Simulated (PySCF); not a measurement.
## SrIn⁺: frontier orbitals

BLYP at R = 3.812 Å; PySCF, scalar-relativistic core potentials, basis sets Sr def2-SVPD with ECP28, In def2-SVPD with ECP28. State: ¹Σ⁺ (singlet), closed shell. Only the outer orbitals are listed, counted within each symmetry, core potentials removing the inner ones.

```json
{"orbital": "1δ", "occ.": "2", "ε (eV)": "-22.90", "on Sr (%)": "0", "main shells (%)": "100 In d"}
{"orbital": "1δ", "occ.": "2", "ε (eV)": "-22.90", "on Sr (%)": "0", "main shells (%)": "100 In d"}
{"orbital": "3π", "occ.": "2", "ε (eV)": "-22.73", "on Sr (%)": "0", "main shells (%)": "100 In d"}
{"orbital": "3π", "occ.": "2", "ε (eV)": "-22.73", "on Sr (%)": "0", "main shells (%)": "100 In d"}
{"orbital": "5σ", "occ.": "2", "ε (eV)": "-22.68", "on Sr (%)": "0", "main shells (%)": "100 In d"}
{"orbital": "6σ", "occ.": "2", "ε (eV)": "-12.55", "on Sr (%)": "3", "main shells (%)": "97 In s"}
{"orbital": "7σ", "occ.": "2", "ε (eV)": "-7.67", "on Sr (%)": "65", "main shells (%)": "63 Sr s, 32 In p"}
{"orbital": "4π", "occ.": "0", "ε (eV)": "-6.62", "on Sr (%)": "15", "main shells (%)": "84 In p, 12 Sr d"}
{"orbital": "4π", "occ.": "0", "ε (eV)": "-6.62", "on Sr (%)": "15", "main shells (%)": "84 In p, 12 Sr d"}
{"orbital": "8σ", "occ.": "0", "ε (eV)": "-6.35", "on Sr (%)": "61", "main shells (%)": "40 In p, 32 Sr s, 22 Sr d"}
```

Question: Which are the highest filled and the lowest empty level, where do they sit, and how wide is the gap?

Answer: Highest filled 7σ at -7.67 eV (in %: 63 Sr s, 32 In p); lowest empty 4π at -6.62 eV (in %: 84 In p, 12 Sr d); the gap at BLYP is 1.05 eV.

The bond order (Mayer) is 0.93, the ⟨S²⟩ is 0.000 and the charge on Sr (Mulliken, basis-dependent) is 0.65. The charge on Sr (Löwdin, basis-dependent) is 0.65. The dipole moment (positive dipole points towards In; it is taken about the centre of mass and depends on that origin) is -4.26 D.

Closed-shell solutions of metal pairs were not tested for spin polarisation, which can lower them a little. Spin–orbit coupling is left out.
